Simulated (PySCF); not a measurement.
## [Pm(H2O)3]3+: from a saddle point downhill

PySCF 2.14.0, RKS PBE0, Pm lcecp-1-SVP with ECP50, O def2-SVP, H def2-SVP; non-relativistic Hamiltonian with scalar-relativistic core potentials where named; density fitting; no spin-orbit coupling. Relaxed within the symmetry of its start, the geometry (D3h) is

```xyz
10

Pm    0.0000    0.0000    0.0000
O     2.3376    0.0000    0.0000
H     2.9545    0.0000    0.7703
H     2.9545    0.0000   -0.7703
O    -1.1688    2.0244    0.0000
H    -1.4772    2.5586    0.7703
H    -1.4772    2.5586   -0.7703
O    -1.1688   -2.0244    0.0000
H    -1.4772   -2.5586    0.7703
H    -1.4772   -2.5586   -0.7703
```

and its lowest harmonic modes are -196, -179, -179, -50, 50, 50 cm⁻¹ (negative: unstable). It was moved along the lowest mode and relaxed again, within the group D3 that the move left.

**Question.** Where does it end, and how much lower?

**Answer.** In D3, 0.135 eV lower, after 22 steps:
```xyz
10

Pm    0.0000    0.0000    0.0000
O     2.3232    0.0000    0.0000
H     2.9394   -0.7468    0.1927
H     2.9394    0.7468   -0.1927
O    -1.1616    2.0120    0.0000
H    -0.8229    2.9190    0.1927
H    -2.1165    2.1721   -0.1927
O    -1.1616   -2.0120    0.0000
H    -2.1164   -2.1722    0.1927
H    -0.8229   -2.9190   -0.1927
```

**Question.** How do the contacts change?

**Answer.** 
| contact | saddle (Å) | end (Å) |
| --- | --- | --- |
| Pm1–O2 (H2O) | 2.338 | 2.323 |
| Pm1–O5 (H2O) | 2.338 | 2.323 |
| Pm1–O8 (H2O) | 2.338 | 2.323 |


**Question.** Is the end a minimum?

**Answer.** Yes, as far as the noise of the softest modes lets one tell (those above −25 cm⁻¹ count as noise); lowest modes -18, 72, 72, 92, 103, 103 cm⁻¹.

An lcecp potential fixes the number of 4f electrons, so in runs with it no electron can move into or out of that shell.

State: singlet in the valence, with the 4f electrons in the core potential.
